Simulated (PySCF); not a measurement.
## Working out the ionisation energy of Xe

Xe [Xe] (1S) → Xe⁺ [Kr] 4d10 5s2 5p5 (2P). Computed with PySCF 2.14 in def2-QZVPPD with the def2 core potential (28 electrons), with a scalar-relativistic core potential. Frozen: nothing. Energies in hartree (1 hartree = 27.21139 eV):

| part | Xe (lower) | Xe⁺ (upper) |
| --- | --- | --- |
| UHF | -328.299136 | -327.878598 |
| MP2 opposite-spin | -0.566440 | -0.539841 |
| MP2 same-spin | -0.301461 | -0.287988 |

What does Hartree-Fock give?

(-327.878598) − (-328.299136) = 0.420538 hartree = 11.443 eV.

What do MP2 and SCS-MP2 (6/5 opposite-spin, 1/3 same-spin) give?

The opposite-spin parts differ by 0.724 eV and the same-spin parts by 0.367 eV. MP2: 11.443 + (0.724) + (0.367) = 12.534 eV. SCS-MP2: 11.443 + 1.2 × (0.724) + (0.367)/3 = 12.434 eV.

Measured between the centres of the two terms (NIST): 12.565 eV, so MP2 (valence and next inner shell) is off by -0.031 eV.

What remains against the reference includes basis incompleteness and correlation beyond second order.
